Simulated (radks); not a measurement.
Ho17+, 50 electrons, occupied as [Kr] 4d10 4f4. Method: Dirac Kohn-Sham, PBE, spin-unpolarised, spherical densities, finite nucleus; open shells fill j = l - 1/2 first; Fermi nuclear charge, rms radius 5.2022 fm; computed with a radial shooting solver on a logarithmic mesh with Libxc functionals.

Radial electron density D(r) = 4 pi r^2 rho(r):

```
   r/bohr * D(r) (the largest magnitude, 119, reaches the edge; | marks zero)
 0.001395 |   *
 0.001585 |    *
 0.001802 |     *
 0.002031 |      *
 0.002309 |       *
 0.002624 |         *
 0.002958 |           *
 0.003362 |             *
 0.003821 |                *
 0.004309 |                  *
 0.004897 |                     *
 0.005566 |                        *
 0.006275 |                           *
 0.007132 |                               *
 0.008106 |                                  *
  0.00914 |                                     *
  0.01039 |                                       *
  0.01181 |                                         *
  0.01331 |                                          *
  0.01513 |                                          *
   0.0172 |                                         *
  0.01939 |                                        *
  0.02204 |                                      *
  0.02504 |                                     *
  0.02824 |                                     *
  0.03209 |                                      *
  0.03648 |                                        *
  0.04113 |                                           *
  0.04674 |                                                *
  0.05312 |                                                    *
   0.0599 |                                                      *
  0.06808 |                                                      *
  0.07737 |                                                    *
  0.08724 |                                                *
  0.09915 |                                            *
   0.1127 |                                         *
   0.1271 |                                          *
   0.1444 |                                             *
   0.1641 |                                                *
   0.1851 |                                                *
   0.2103 |                                            *
    0.239 |                                    *
   0.2695 |                            *
   0.3063 |                      *
   0.3482 |                    *
   0.3925 |                     *
   0.4461 |                       *
   0.5071 |                       *
   0.5717 |                    *
   0.6498 |               *
   0.7385 |          *
   0.8327 |     *
   0.9464 |  *
    1.076 |*
    1.213 *
    1.378 *
    1.567 *
    1.766 *
    2.007 *
```

D(r) has 4 maxima, at r = 0.0144, 0.0639, 0.176, 0.479 bohr, and minima at 0.0278, 0.116, 0.348 bohr, inside which lie 2.02, 11.18, 29.43 electrons.
